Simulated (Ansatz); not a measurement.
`ClC(Cl)(Cl)Br`, charge 0, multiplicity 1.

Give a relaxed structure at PBE0-D4/def2-TZVP (Ansatz). (Estimate.)

The calculation gave: 
Z-matrix (Å, degrees):
```
C
Cl 1 1.759
Cl 1 1.759 2 109.7
Br 1 1.945 2 109.3 3 -119.7
Cl 1 1.759 2 109.7 3 120.5
```
Point group C3v.
